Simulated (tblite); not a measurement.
Run record: tight-binding relaxation, `N#Cc1sc[c]c1F` [radical].

Computed with GFN2-xTB geometry optimisation, gas phase (tblite 0.8.0). Start geometry: from a force field or distance geometry. A driver script takes a list of jobs; this job's settings line and coordinates (Å) are shown.

Command:
```bash
OMP_NUM_THREADS=1 python probes_run.py task.json out
```

Input:
```
{"job": {"kind": "relax", "xc": "GFN2-xTB", "basis": "xTB"}, "charge": 0, "multiplicity": 2}
N      3.254000    -0.746900    -0.195800
C      2.080500    -0.534300    -0.154600
C      0.654900    -0.305000    -0.098200
S     -0.628400    -1.381100    -0.614500
C     -1.920800    -0.242700    -0.168700
C     -1.292200     0.837100     0.297100
C      0.057200     0.837200     0.346800
F      0.798500     1.906400     0.830100
H     -2.990000    -0.364700    -0.267300
```

Problem. Give the output.

Solution. 
```
step      E/eV     max force
  0    -596.74157    5.300
  1    -596.51559   13.990
  2    -596.96880    2.611
  3    -597.02465    1.330
  4    -597.05996    0.621
  5    -597.09561    1.031
  6    -597.12368    0.776
  7    -597.13820    0.406
  8    -597.14227    0.143
  9    -597.14486    0.195
... (5 lines left out)
 15    -597.15289    0.094
 16    -597.15388    0.145
 17    -597.15535    0.235
 18    -597.15683    0.226
 19    -597.15777    0.092
 20    -597.15807    0.042
 21    -597.15820    0.048
 22    -597.15828    0.035
 23    -597.15830    0.014
 24    -597.15830    0.003
```

«max force» is the largest atomic force in eV/Å.

Problem. From which step on does the largest force stay under 0.1 eV/Å, and how much energy is left to gain from there?

Solution. From step 19 (0.092 eV/Å), 0.5 meV above the end.

Main results: energy lowered by 9.6 kcal/mol over 24 steps; largest atomic force 0.003 eV/Å at the end.

Problem. Give the final coordinates.

Solution. 0.104 Å rms from the input after alignment:
```
atom  x, y, z in Å
N1     3.1121   -0.8338   -0.2389
C2     1.9987   -0.5673   -0.1681
C3     0.6426   -0.2481   -0.0840
S4    -0.5906   -1.3674   -0.6005
C5    -1.8493   -0.2302   -0.1684
C6    -1.3084    0.8819    0.3203
C7     0.0838    0.9252    0.3893
F8     0.7973    1.9461    0.8453
H9    -2.8726   -0.5005   -0.3202
```

On Arm Neoverse V1, one thread, no GPU, shared host, this took 0.12 s.
Labels such as C1 count atoms from 1, the log's own numbers from 0.
